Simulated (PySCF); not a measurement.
**[Zn(F)(Br)] (charge 0, multiplicity 1)**

Calculation: TPSSh-D3(BJ)/def2-TZVP // TPSS-D3(BJ)/def2-SVP (PySCF).

```json
{
  "HOMO": "-8.17 eV",
  "dipole_moment": "0.87 D",
  "HOMO–LUMO gap": "5.87 eV",
  "LUMO": "-2.30 eV",
  "charge on the central atom (Mulliken)": "0.73 e",
  "charge on the central atom (meta-Löwdin)": "1.30 e",
  "total_energy": "-121184.02 eV",
  "cost": "about 70 core-seconds (a rough figure)"
}
```

Bonded distances (Å): Zn1–F2 1.745, Zn1–Br3 2.226. Angles (°): F2–Zn1–Br3 179.9.
Charge 0, spin multiplicity 1.
